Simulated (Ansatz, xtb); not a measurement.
# Relative energy of two isomers of C6H3NOSe

Structure I is `O=CC#Cc1ncc[se]1`, a singlet and structure II is `O=CC#Cc1c[se]cn1`, a singlet. Both are isolated molecules in the gas phase, relaxed with B3LYP-D3(BJ)/def2-SVP.

Problem. Estimate E(II) − E(I) at the level CCSD(T)/def2-SVP + ΔMP2/def2-TZVPP.

Solution. Too close to call at this level: CCSD(T)/def2-SVP + ΔMP2/def2-TZVPP gives E(II) − E(I) = −0.90 kcal/mol.

The same difference at several levels:

| level | geometry | E(II) − E(I) (kcal/mol) | departure from the last row (kcal/mol) | job, with rough time for the two |
| --- | --- | --- | --- | --- |
| GFN2-xTB | GFN2-xTB | +0.01 | +0.91 | optimisation, 0.24 s |
| HF/STO-3G | GFN2-xTB | −2.78 | −1.88 | single point, 0.72 s |
| r2SCAN-D4/def2-SVP | GFN2-xTB | +0.46 | +1.36 | single point, 5.2 s |
| B3LYP-D3(BJ)/def2-SVP | B3LYP-D3(BJ)/def2-SVP | +0.10 | +1.00 | optimisation, 54 s |
| HF/def2-SVP | B3LYP-D3(BJ)/def2-SVP | −2.80 | −1.90 | part of the CCSD(T) run |
| MP2/def2-SVP | B3LYP-D3(BJ)/def2-SVP | +0.16 | +1.07 | part of the CCSD(T) run |
| CCSD(T)/def2-SVP | B3LYP-D3(BJ)/def2-SVP | −0.97 | −0.07 | single point |
| CCSD(T)/def2-SVP + ΔMP2/def2-TZVPP | B3LYP-D3(BJ)/def2-SVP | −0.90 |  | single point, 2.9 min |

As drawn, both hold the same kinds of bond in the same numbers.

The largest departure from CCSD(T)/def2-SVP + ΔMP2/def2-TZVPP is that of HF/def2-SVP, 1.90 kcal/mol. The last row adds to CCSD(T) the change of the MP2 difference between the two basis sets, here +0.07 kcal/mol.

With thermal terms from frequencies at re-optimised GFN2-xTB minima (ideal gas, soft modes damped towards free rotors, one conformer each, 298.15 K, 1 atm): on the last row, ΔE + ΔZPE = −0.89, ΔH = −0.94, ΔG = −0.85 kcal/mol.

The correlated steps freeze 17 core orbitals; the filled d shell of Se is correlated, in a basis made for valence electrons. Programs: Ansatz 0.2.0, xtb 6.7.1; the last row on 4 threads of Arm Neoverse V1 on a shared host.
